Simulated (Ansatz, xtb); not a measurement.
**C4H2ClN3: which of two isomers lies lower**

Structure X: `N#Cc1cn[nH]c1Cl`, a singlet. Structure Y: `N#Cc1cc(Cl)n[nH]1`, a singlet. Both are isolated molecules in the gas phase, relaxed with B3LYP/def2-SVP.

Energies in hartree; the thermal terms are from GFN2-xTB frequencies at re-optimised GFN2-xTB minima (ideal gas, soft modes damped towards free rotors, one conformer each, 298.15 K, 1 atm) and include the zero-point energy:

```
                              X           Y
E, CCSD(T)/def2-SVP  −776.242864  −776.239582
    E, MP2/def2-SVP  −776.170993  −776.169165
  E, MP2/def2-TZVPP  −776.955589  −776.955065
  zero-point energy     0.058570     0.058410
       H(298 K) − E     0.066207     0.066063
       G(298 K) − E     0.026806     0.026715
```

Correct the CCSD(T) difference for the basis set by the MP2 change, then work out ΔE, ΔE₀, ΔH and ΔG for X → Y in kcal/mol (1 Eh = 627.51 kcal/mol) and the equilibrium ratio [Y]/[X].

1. Differences Y − X: CCSD(T) +0.003282, MP2 in the small set +0.001828, MP2 in the large set +0.000524 Eh.
2. ΔE = +0.003282 + (+0.000524 − (+0.001828)) = +0.001978 Eh = +1.24 kcal/mol.
3. ΔE₀ = ΔE + ΔZPE = +0.001978 + (−0.000160) Eh = +1.14 kcal/mol.
4. ΔH = ΔE + (−0.000144) Eh = +1.15 kcal/mol.
5. ΔG = ΔE + (−0.000091) Eh = +1.18 kcal/mol, so ΔS = (ΔH − ΔG)/T = −0.5 J/(mol K).
6. kT = 0.9442 mEh, so K = [Y]/[X] = exp(−ΔG/kT) = exp(−2.00) ≈ 0.14.

Structure X is favoured at this temperature. An error of 1 kcal/mol in ΔG would change K by a factor of 5.4. Mirror images and further conformers aren't counted.

As drawn, both hold the same kinds of bond in the same numbers.

Other levels gave ΔE = +1.0 (GFN2-xTB); +0.9 (HF/STO-3G, GFN2-xTB geometries); +0.9 (r2SCAN-D4/def2-SVP, GFN2-xTB geometries); +0.9 (B3LYP/def2-SVP); +3.0 (HF/def2-SVP); +1.1 (MP2/def2-SVP); +2.1 (CCSD(T)/def2-SVP) kcal/mol. The correlated steps freeze 12 core orbitals. Programs: Ansatz 0.2.0, xtb 6.7.1.
